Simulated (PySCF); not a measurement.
PySCF job for C3H6GeO, SMILES [Ge@H]1([CH3])[CH]=C[O]1, TDA-PBE/def2-SVPD. The structure is a stationary point at B3LYP-D3(BJ)/def2-SVP. The structure was generated by enumeration; whether it is a known compound was not checked.

```python
import numpy as np
from pyscf import gto, scf, dft, tdscf

mol = gto.M(
    atom='''
    C     2.03947180    0.32799682   -0.22899471
    Ge    0.23461782    0.05237510    0.45579009
    C    -1.30149600    0.93571665   -0.32504963
    C    -1.58898429   -0.25464474   -0.90274325
    O    -0.69217070   -1.23097044   -0.59478326
    H     2.51030715    1.18416441    0.27880812
    H     1.99339029    0.52987555   -1.30821971
    H     2.65359510   -0.56712078   -0.04851158
    H     0.22241278   -0.37763767    1.93870784
    H    -1.82671457    1.88586100   -0.38012837
    H    -2.41734450   -0.53779447   -1.56694762
    ''',
    basis='def2-SVPD',
    charge=0,
    spin=0,
    max_memory=1600,
    verbose=4,
)
mf = dft.RKS(mol, xc='pbe').density_fit(auxbasis='def2-universal-jkfit')
mf.grids.level = 3
mf.conv_tol = 1e-9
mf.max_cycle = 100
mf.kernel()
mf.grids = dft.Grids(mol).set(level=1).build(with_non0tab=True)  # coarser grid for the response kernel
td = tdscf.TDA(mf)
td.singlet = True
td.nstates = 10
td.conv_tol = 1e-4
td.positive_eig_threshold = 1e-6
td.kernel(x0=td.get_init_guess(mf, 15))
td.analyze()
tt = tdscf.TDA(mf)
tt.singlet = False
tt.nstates = 4
tt.conv_tol = 1e-4
tt.positive_eig_threshold = 1e-6
tt.kernel(x0=tt.get_init_guess(mf, 9))
tt.analyze(verbose=3)
```

Program output:

```
PySCF version 2.14.0

[INPUT] verbose = 4
[INPUT] num. atoms = 11
[INPUT] num. electrons = 64
[INPUT] charge = 0
[INPUT] spin (= nelec alpha-beta = 2S) = 0
[INPUT] symmetry False subgroup None
[INPUT] Mole.unit = angstrom
[INPUT] Symbol           X                Y                Z      unit          X                Y                Z       unit  Magmom
[INPUT]  1 C      2.039471800000   0.327996820000  -0.228994710000 AA    3.854043140774   0.619824159528  -0.432737285874 Bohr   0.0
[INPUT]  2 Ge     0.234617820000   0.052375100000   0.455790090000 AA    0.443363423743   0.098974594747   0.861318440391 Bohr   0.0
[INPUT]  3 C     -1.301496000000   0.935716650000  -0.325049630000 AA   -2.459470992217   1.768248198696  -0.614254777591 Bohr   0.0
[INPUT]  4 C     -1.588984290000  -0.254644740000  -0.902743250000 AA   -3.002745124336  -0.481208817661  -1.705937503300 Bohr   0.0
[INPUT]  5 O     -0.692170700000  -1.230970440000  -0.594783260000 AA   -1.308013054448  -2.326196999035  -1.123977464876 Bohr   0.0
[INPUT]  6 H      2.510307150000   1.184164410000   0.278808120000 AA    4.743793002037   2.237746421357   0.526870988105 Bohr   0.0
[INPUT]  7 H      1.993390290000   0.529875550000  -1.308219710000 AA    3.766961707467   1.001319669603  -2.472176962658 Bohr   0.0
[INPUT]  8 H      2.653595100000  -0.567120780000  -0.048511580000 AA    5.014567984488  -1.071702953750  -0.091673600070 Bohr   0.0
[INPUT]  9 H      0.222412780000  -0.377637670000   1.938707840000 AA    0.420299240803  -0.713631770619   3.663626853147 Bohr   0.0
[INPUT] 10 H     -1.826714570000   1.885861000000  -0.380128370000 AA   -3.451990245053   3.563760798998  -0.718338511477 Bohr   0.0
[INPUT] 11 H     -2.417344500000  -0.537794470000  -1.566947620000 AA   -4.568119053724  -1.016284259606  -2.961101853339 Bohr   0.0

nuclear repulsion = 362.056965851637
number of shells = 71
number of NR pGTOs = 263
number of NR cGTOs = 169
basis = def2-SVPD
ecp = {}


[settings echo left out]
init E= -2268.91431659722
  HOMO = -0.291929321134064  LUMO = -0.0910413880000798  gap/eV = 5.46644
cycle= 1 E= -2268.99333123974  delta_E= -0.079  |g|= 0.998  |ddm|= 4.51
  HOMO = -0.0551665346161645  LUMO = -0.0177278393733129  gap/eV = 1.01876
cycle= 2 E= -2267.89170784189  delta_E=  1.1  |g|=  2.4  |ddm|= 3.45
  HOMO = -0.198496118896071  LUMO = -0.0391522537110869  gap/eV = 4.33597
cycle= 3 E= -2269.07450450473  delta_E= -1.18  |g|= 0.673  |ddm|= 2.83
  HOMO = -0.200744042621323  LUMO = -0.0383554380211484  gap/eV = 4.41882
cycle= 4 E= -2269.17470843014  delta_E= -0.1  |g|= 0.17  |ddm|= 0.851
  HOMO = -0.189404292474876  LUMO = -0.0403363280148348  gap/eV = 4.05635
cycle= 5 E= -2269.17770038365  delta_E= -0.00299  |g|= 0.139  |ddm|= 0.311
  HOMO = -0.193622573224006  LUMO = -0.0419653142780372  gap/eV = 4.12680
cycle= 6 E= -2269.18246425909  delta_E= -0.00476  |g|= 0.0209  |ddm|= 0.156
  HOMO = -0.193938755776458  LUMO = -0.0406095155972581  gap/eV = 4.17230
cycle= 7 E= -2269.18259963649  delta_E= -0.000135  |g|= 0.00594  |ddm|= 0.0371
  HOMO = -0.19378262232718  LUMO = -0.0405530750859224  gap/eV = 4.16959
cycle= 8 E= -2269.18260797618  delta_E= -8.34e-06  |g|= 0.0014  |ddm|= 0.0084
  HOMO = -0.193968700281316  LUMO = -0.0406905292374611  gap/eV = 4.17091
cycle= 9 E= -2269.1826083958  delta_E= -4.2e-07  |g|= 0.000349  |ddm|= 0.00203
  HOMO = -0.193948231155606  LUMO = -0.0406623748284725  gap/eV = 4.17112
cycle= 10 E= -2269.18260842598  delta_E= -3.02e-08  |g|= 8.92e-05  |ddm|= 0.00065
  HOMO = -0.19395601512803  LUMO = -0.0406634440191675  gap/eV = 4.17130
cycle= 11 E= -2269.18260842765  delta_E= -1.67e-09  |g|= 3.78e-05  |ddm|= 0.000206
  HOMO = -0.193952038846299  LUMO = -0.0406639872451344  gap/eV = 4.17118
cycle= 12 E= -2269.18260842805  delta_E= -4e-10  |g|= 1.09e-05  |ddm|= 6.03e-05
  HOMO = -0.193952621434947  LUMO = -0.0406630367906242  gap/eV = 4.17122
Extra cycle  E= -2269.18260842796  delta_E= 9.37e-11  |g|= 2.31e-05  |ddm|= 3.9e-05
converged SCF energy = -2269.18260842796
tot grids = 42968
Overwritten attributes  positive_eig_threshold  of <class 'pyscf.tdscf.rks.TDA'>


******** <class 'pyscf.tdscf.rks.TDA'> for <class 'pyscf.df.df_jk.DFRKS'> ********
nstates = 10 singlet
deg_eia_thresh = 1.000e-03
wfnsym = None
conv_tol = 0.0001
eigh lindep = 1e-12
eigh level_shift = 0
eigh max_cycle = 100


Excitation energies (eV)
[4.25742401 5.09875569 5.42065235 5.86237888 6.0849875  6.42860077
 6.57984504 6.72279475 6.75856236 6.77992791]

** Singlet excitation energies and oscillator strengths **
Excited State   1:      4.25742 eV    291.22 nm  f=0.0029
      32 -> 33       -0.70620
Excited State   2:      5.09876 eV    243.17 nm  f=0.0179
      32 -> 34       -0.49785
      32 -> 35       -0.38871
      32 -> 36       -0.29780
Excited State   3:      5.42065 eV    228.73 nm  f=0.0006
      32 -> 35       -0.46274
      32 -> 36        0.53017
Excited State   4:      5.86238 eV    211.49 nm  f=0.0348
      30 -> 33       -0.12663
      32 -> 34        0.28938
      32 -> 35       -0.28120
      32 -> 36       -0.24948
      32 -> 37       -0.48267
Excited State   5:      6.08499 eV    203.75 nm  f=0.0293
      30 -> 33        0.20250
      31 -> 33        0.12329
      32 -> 34       -0.26524
      32 -> 35        0.18375
      32 -> 36        0.21471
      32 -> 37       -0.50213
      32 -> 38       -0.10012
Excited State   6:      6.42860 eV    192.86 nm  f=0.0155
      30 -> 33       -0.21716
      31 -> 33       -0.60035
      32 -> 38       -0.21171
Excited State   7:      6.57985 eV    188.43 nm  f=0.0027
      31 -> 33       -0.20243
      32 -> 38        0.65290
Excited State   8:      6.72279 eV    184.42 nm  f=0.0152
      30 -> 33       -0.27563
      30 -> 34       -0.28482
      31 -> 34        0.55185
Excited State   9:      6.75856 eV    183.45 nm  f=0.0398
      29 -> 33       -0.19874
      30 -> 33       -0.50605
      30 -> 34        0.22630
      31 -> 33        0.20130
      31 -> 34       -0.21484
Excited State  10:      6.77993 eV    182.87 nm  f=0.0037
      29 -> 33       -0.15217
      30 -> 33        0.11669
      30 -> 34        0.56484
      31 -> 34        0.35775

** Transition electric dipole moments (AU) **
state          X           Y           Z        Dip. S.      Osc.
  1         0.0742      0.0708     -0.1302      0.0275      0.0029
  2         0.1811      0.3041      0.1327      0.1429      0.0179
  3        -0.0344      0.0550     -0.0214      0.0047      0.0006
  4         0.1015     -0.2885     -0.3853      0.2420      0.0348
  5         0.1489      0.4165     -0.0307      0.1966      0.0293
  6        -0.2376      0.1869     -0.0826      0.0982      0.0155
  7        -0.0655      0.0456     -0.1022      0.0168      0.0027
  8         0.2334      0.1919      0.0315      0.0923      0.0152
  9         0.2138      0.3177      0.3067      0.2407      0.0398
 10         0.0873     -0.0544     -0.1093      0.0225      0.0037

** Transition velocity dipole moments (imaginary part, AU) **
state          X           Y           Z        Dip. S.      Osc.
  1         0.0260      0.0144     -0.0350      0.0021      0.0090
  2         0.0079     -0.0344     -0.0081      0.0013      0.0047
  3        -0.0033      0.0187     -0.0035      0.0004      0.0012
  4         0.0341      0.0499     -0.0384      0.0051      0.0159
  5         0.0336     -0.0211     -0.0580      0.0049      0.0147
  6        -0.0184     -0.0308     -0.0318      0.0023      0.0065
  7        -0.0072     -0.0328     -0.0114      0.0013      0.0035
  8         0.0231     -0.0211      0.0218      0.0015      0.0039
  9         0.0400     -0.0052      0.0015      0.0016      0.0044
 10         0.0110      0.0021      0.0008      0.0001      0.0003

** Transition magnetic dipole moments (imaginary part, AU) **
state          X           Y           Z
  1        -0.0765     -0.1445     -0.0348
  2        -0.2072     -0.0698      0.5522
  3        -0.0409     -0.1540     -0.1273
  4         0.7672      0.5349     -0.2219
  5        -0.4051      0.0004      1.0262
  6         0.5969      0.4346     -1.0648
  7         0.2166      0.1307      0.0287
  8         0.0539     -0.2689     -0.1583
  9        -0.2216      0.0814      0.1366
 10         0.3550     -0.4848      0.1267


******** <class 'pyscf.tdscf.rks.TDA'> for <class 'pyscf.df.df_jk.DFRKS'> ********
nstates = 4 triplet
deg_eia_thresh = 1.000e-03
wfnsym = None
conv_tol = 0.0001
eigh lindep = 1e-12
eigh level_shift = 0
eigh max_cycle = 100


Excitation energies (eV)
[3.85928443 4.053124   5.25174592 5.30241156]

** Triplet excitation energies and oscillator strengths **
Excited State   1:      3.85928 eV    321.26 nm  f=0.0000
Excited State   2:      4.05312 eV    305.90 nm  f=0.0000
Excited State   3:      5.25175 eV    236.08 nm  f=0.0000
Excited State   4:      5.30241 eV    233.83 nm  f=0.0000
```

The calculation finished and met its thresholds.

Cost: roughly 80 core-seconds.
